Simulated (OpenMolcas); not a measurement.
# V+: effect of the active space

- Program: OpenMolcas 26.06
- Method: CASSCF
- Basis: ANO-L-VTZP
- Scalar Hamiltonian: non-relativistic, point nucleus
- Spin-orbit coupling: state interaction with AMFI integrals over the reference wave functions, term energies averaged over their components

A. 4 electrons in 5 orbitals (3d); 2S+1 = 5 even, 5 roots; 2S+1 = 3 even, 45 roots; 2S+1 = 1 even, 50 roots (44 in the spin-orbit step); cost roughly 30 core-seconds
B. 4 electrons in 6 orbitals (3d 4s); 2S+1 = 5 even, 15 roots; 2S+1 = 3 even, 80 roots kept (CI in the orbitals of an earlier block); 2S+1 = 1 even, 70 roots kept (CI in the orbitals of an earlier block); cost about 40 core-seconds

Energies in cm⁻¹ above 3d⁴ ⁵D₀, the measured ground level; measured values from NIST Handbook of Basic Atomic Spectroscopic Data.

```tsv
Level	A	B	Measured
3d⁴ ⁵D₀	0.0	0.0	0.0
3d⁴ ⁵D₁	39.1	42.9	36.0
3d⁴ ⁵D₂	116	128	107
3d⁴ ⁵D₃	230	253	209
3d⁴ ⁵D₄	378	416	339
3d⁴ ³H₄	15897	17771	
3d⁴ ³H₅	15976	17841	
3d⁴ ³H₆	16066	17939	
3d⁴ ³G₃	20057	21750	
3d⁴ ³G₄	20153	21860	
3d⁴ ³G₅	20247	21969	
3d⁴ ¹I₆	23807	25642	
3d⁴ ³D₃	25943	28201	
3d⁴ ³D₂	25978	28237	
3d⁴ ³D₁	26008	28264	
3d⁴ ¹S₀	29049	31334	
3d⁴ ¹D₂	31176	34127
```

B puts 3d³ 4s ⁵F₁ lowest.

Deviations, from unrounded energies. A percentage is the sum of absolute deviations over the sum of measured energies, with the sign that they share, or ± where signs differ.

```tsv
Against measurement	Levels	A	B
mean absolute deviation (cm-1)	4	18	37
fine structure of the ground term (%)	4	+10.5	+21.5
```

A lies closest to measurement on these levels. The largest miss of A in the table is 3d⁴ ⁵D₄, by +39 cm-1. The ranking rests on the paired levels alone, and a cruder setting can come out closer through cancelling errors.

The spin-orbit steps hold different terms of 3d⁴ (B lacks a ¹G, a ³F, ³P), which shifts levels as well.

Between A and B the level of the table that moves most is 3d⁴ ¹D₂, by 3000 cm-1 (lowest in A, highest in B).

Without dynamic correlation excited terms often stand tens of per cent too high (terms of higher spin than the ground term too low), and those without a measured partner can miss by more than the paired ones. Some high roots are left out of the spin-orbit mixing, which shifts the levels that they would mix with (holds for A). Terms from blocks run as CI alone lack orbitals of their own (holds for B). The lowest computed level is not the ground level that NIST lists (5D0) (holds for B). Configurations are named by rounded mean occupations; where the s occupation lies near a half they are strongly mixed, a name can repeat and a true partner stay unpaired (holds for B). Measured partners are found by configuration, term and J. A level has none where our copy of the source lacks it or the pairing is in doubt (some pairs that miss far off the trend of their configuration count as doubtful), and it then counts in no deviation. Only configurations of the active space appear. The table leaves out levels that lie high or whose names do not pair safely across all columns.
